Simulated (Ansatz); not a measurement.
Dissociation curve of BeH (cation, charge +1), singlet.

Levels of theory: RMP2 = MP2 on RHF/cc-pVTZ, frozen core in Ansatz (a program for electronic structure); FCI = Ansatz with full CI/cc-pVTZ, frozen core; UKS-PBE = unrestricted PBE/cc-pVTZ (Ansatz).

Total energies in hartree (comparable only within one method and basis):

```json
[
 {"R / Å": "1.06", "RMP2": "-14.85359", "FCI": "-14.86167", "UKS-PBE": "-14.87558"},
 {"R / Å": "1.14", "RMP2": "-14.87077", "FCI": "-14.87897", "UKS-PBE": "-14.89322"},
 {"R / Å": "1.19", "RMP2": "-14.87711", "FCI": "-14.88543", "UKS-PBE": "-14.89996"},
 {"R / Å": "1.24", "RMP2": "-14.88083", "FCI": "-14.88931", "UKS-PBE": "-14.90415"},
 {"R / Å": "1.29", "RMP2": "-14.88243", "FCI": "-14.89110", "UKS-PBE": "-14.90629"},
 {"R / Å": "1.33", "RMP2": "-14.88246", "FCI": "-14.89131", "UKS-PBE": "-14.90678"},
 {"R / Å": "1.39", "RMP2": "-14.88081", "FCI": "-14.89000", "UKS-PBE": "-14.90590"},
 {"R / Å": "1.41", "RMP2": "-14.87989", "FCI": "-14.88920", "UKS-PBE": "-14.90524"},
 {"R / Å": "1.45", "RMP2": "-14.87757", "FCI": "-14.88715", "UKS-PBE": "-14.90348"},
 {"R / Å": "1.54", "RMP2": "-14.87055", "FCI": "-14.88087", "UKS-PBE": "-14.89778"},
 {"R / Å": "1.64", "RMP2": "-14.86076", "FCI": "-14.87212", "UKS-PBE": "-14.88952"},
 {"R / Å": "1.79", "RMP2": "-14.84411", "FCI": "-14.85750", "UKS-PBE": "-14.87523"},
 {"R / Å": "1.99", "RMP2": "-14.82124", "FCI": "-14.83827", "UKS-PBE": "-14.85540"},
 {"R / Å": "2.19", "RMP2": "-14.79993", "FCI": "-14.82154", "UKS-PBE": "-14.83858"},
 {"R / Å": "2.41", "RMP2": "-14.77961", "FCI": "-14.80699", "UKS-PBE": "-14.82616"},
 {"R / Å": "2.65", "RMP2": "-14.76167", "FCI": "-14.79560", "UKS-PBE": "-14.81765"},
 {"R / Å": "2.91", "RMP2": "-14.74707", "FCI": "-14.78758", "UKS-PBE": "-14.81175"},
 {"R / Å": "3.26", "RMP2": "-14.73447", "FCI": "-14.78172", "UKS-PBE": "-14.80686"},
 {"R / Å": "3.58", "RMP2": "-14.72880", "FCI": "-14.77926", "UKS-PBE": "-14.80438"},
 {"R / Å": "4.04", "RMP2": "-14.72793", "FCI": "-14.77786", "UKS-PBE": "-14.80284"},
 {"R / Å": "4.67", "RMP2": "-14.73544", "FCI": "-14.77730", "UKS-PBE": "-14.80273"},
 {"R / Å": "5.30", "RMP2": "-14.74782", "FCI": "-14.77714", "UKS-PBE": "-14.80354"}
]
```

The restricted form behind RMP2 keeps the bonding electrons paired and can't separate into open-shell fragments. The T1 diagnostic of CCSD on the restricted reference of RMP2 exceeds 0.045 at 2.19 to 5.30 Å. The unrestricted determinant behind UKS-PBE is spin-contaminated at 2.19 to 5.30 Å (<S²> up to 0.9, against 0.00 for a pure singlet).
